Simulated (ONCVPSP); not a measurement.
**u(r) = r·R(r): atom against pseudo-atom (Nd)**

Columns: radius, all-electron u(r) and pseudo u(r) of the 5d shell (level -3.06 eV) of neodymium in the configuration [Kr] 4d10 4f3 5s2 5p6 5d1 6s2; LDA (Perdew-Wang 92), scalar-relativistic, ONCV scheme, ONCVPSP 4.0.1.

```csv
r (bohr),all-electron,pseudo
0.113,0.1550,0.0006
0.225,0.1077,0.0043
0.338,-0.1039,0.0144
0.450,-0.2456,0.0333
0.563,-0.2688,0.0626
0.675,-0.2043,0.1021
0.788,-0.0933,0.1513
0.900,0.0321,0.2074
1.013,0.1557,0.2690
1.125,0.2661,0.3324
1.238,0.3612,0.3960
1.350,0.4384,0.4552
1.463,0.5000,0.5079
1.575,0.5464,0.5507
1.688,0.5804,0.5830
1.800,0.6034,0.6049
1.913,0.6175,0.6182
2.025,0.6242,0.6243
2.138,0.6249,0.6249
2.250,0.6208,0.6208
2.363,0.6129,0.6129
2.475,0.6022,0.6022
2.588,0.5892,0.5892
2.700,0.5746,0.5746
2.813,0.5586,0.5586
2.925,0.5420,0.5420
```

Q: How many radial nodes do the two functions have?

A: The all-electron 5d function has n − l − 1 = 2; the pseudo-wave has 0, since the states of the same l below it are removed with the core.

Q: At about which radius was the pseudo-wave matched?

A: 2.25 bohr. The columns agree to 0.0005 from 2.02 bohr on; several derivatives are matched, so the curves merge somewhat inside the radius.

Q: Is the pseudo-wave norm-conserving?

A: Yes: the ONCV scheme keeps the norm inside the radius equal to the all-electron one, which fixes the energy derivative of the logarithmic derivative at the level.
